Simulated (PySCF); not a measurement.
Computed IR spectrum (relative IR intensity) of a molecule C2H6N2OSi. Geometry: PBE-D3(BJ)/def2-SVP. One conformer was computed; it need not be the lowest. Calculation: PBE-D3(BJ)/def2-SVP (PySCF). Frequencies are harmonic and unscaled.

Lines under 2 % of the strongest are left out, and lines within 2 cm⁻¹ are merged.

ν (cm⁻¹): 301 (vw), 437 (w), 537 (w), 691 (vw), 856 (m), 867 (w), 901 (m), 1222 (vw), 1498 (vw), 2191 (w), 2398 (vs) (against the strongest line: vs over 80 %, s over 45 %, m over 15 %, w over 4 %, vw less)

Problem. Which structure fits?
A. CN[SiH2]OC#N
B. C[Si@@H](N)N=C=O
C. N[Si@@H]1CN=CO1
D. N[Si]1(N)C=CO1

Solution. B, C[Si@@H](N)N=C=O
